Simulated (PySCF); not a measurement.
# Computed properties of Pb(Br)(OH) (BrHOPb), SMILES [OH][Pb][Br]

BrHOPb, SMILES [OH][Pb][Br] (connectivity only; charge and spin as stated), neutral, multiplicity 1. Geometry: B3LYP-D3(BJ)/def2-TZVP. The def2 effective core potentials stand for the cores of Pb; spin–orbit coupling is left out. One conformer was computed; it need not be the lowest. All values are computed for the isolated molecule unless a solvent is named; none is compared with measurement here.

**Structure.** The optimised structure has Cs symmetry. All 6 harmonic modes at B3LYP-D3(BJ)/def2-TZVP (PySCF) are real, so it is a minimum. With heavy atoms numbered as in [Pb:1]([Br:2])[OH:3], the shortest bond between them is Pb1–O3 at 2.101 Å and the longest Pb1–Br2 at 2.634 Å.

**Vibrations.** The strongest infrared lines (harmonic, unscaled, degenerate partners summed) lie at 343 cm⁻¹ (109 km/mol, H 92 %), 524 cm⁻¹ (98 km/mol, O 89 %), 700 cm⁻¹ (63 km/mol, H 92 %). The softest mode is at 119 cm⁻¹ and the zero-point energy is 8.1 kcal/mol.

**Electronic structure.** CAM-B3LYP/def2-TZVPD (PySCF) places the frontier levels at -8.89 and -1.93 eV, a gap of 6.96 eV, and gives a dipole moment of 5.41 D and a mean polarisability of 71.9 bohr³.

**Excitations.** TDDFT-B3LYP/def2-SVPD (PySCF) has S1 at 3.46 eV (358 nm, f = 0.005, weak); the most intense of the 10 singlets computed lies at 5.97 eV (f = 0.19). T1 (TDA) is at 3.10 eV. No vertical singlet excitation falls in the visible range (under 3.1 eV).
